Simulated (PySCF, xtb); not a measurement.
BClFHS, SMILES B(S)(F)Cl. Other conformers were not sampled.

Harmonic wavenumbers (cm⁻¹) from GFN2-xTB in xtb 6.7.1 at its own minimum, in rising order: 215, 319, 350, 409, 496, 772, 875, 1177, 2448.

Q: What does B3LYP-D3(BJ)/def2-SVP run with PySCF give at its own minimum? (An estimate is asked for; the answer gives what the named calculation found.)

A: 236, 354, 379, 505, 542, 820, 1008, 1333, 2671. Paired by order, the mean absolute difference is 87 cm⁻¹ and the zero-point energies are 10.1 and 11.2 kcal/mol.
